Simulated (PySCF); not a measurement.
Atom-mapped SMILES (the numbers label the heavy atoms): `[F:1]/[CH:2]=[CH:3]\[C:4]([F:5])=[C:6]([F:7])[F:8]`. Hydrogens are named by the atom that carries them.

- shieldings: GIAO PBE0/pcSseg-1
- coordinates at the GFN2-xTB level
- code: PySCF
- relativity neglected, isolated molecule, one computed conformer

Chemical shifts δ = σref − σ; $^{13}$C and $^{1}$H vs TMS; $^{19}$F against CFCl3, all at this level.

| atoms | nucleus | count | Hirshfeld charge | δ (ppm) |
| --- | --- | --- | --- | --- |
| H(C3) | $^{1}$H | 1 | 0.06 | 5.37 |
| C4 | $^{13}$C | 1 | 0.04 | 136.1 |
| C6 | $^{13}$C | 1 | 0.15 | 166.6 |
| F8 | $^{19}$F | 1 | -0.06 | -105.9 |
| F7 | $^{19}$F | 1 | -0.06 | -120.5 |
| C3 | $^{13}$C | 1 | -0.10 | ? |
| F5 | $^{19}$F | 1 | -0.08 | ? |
| H(C2) | $^{1}$H | 1 | 0.07 | ? |
| C2 | $^{13}$C | 1 | 0.05 | 158.6 |
| F1 | $^{19}$F | 1 | -0.07 | -117.4 |

Question: Complete the table.

Answer: 
- C3: 103.9 ppm, alkene CH; an sp2 carbon of a C=C bond
- H(C2): 6.86 ppm, hydrogen on an alkene CH; a vinylic proton, deshielded by the sp2 carbon and the C=C anisotropy
- F5: -198.5 ppm, vinylic fluorine

Shifts are as computed. Against solution values, carbons near 30 ppm lie about +3 ppm off and those near 130 ppm about +5 ppm. Of 1211 compounds with measured shifts, 218 miss one by over three times the rms of a fit or turn the order of signals round; such compounds aren't used in these exercises. Unscaled 19F shifts against computed CFCl3 carry errors that often reach 10 to 50 ppm.
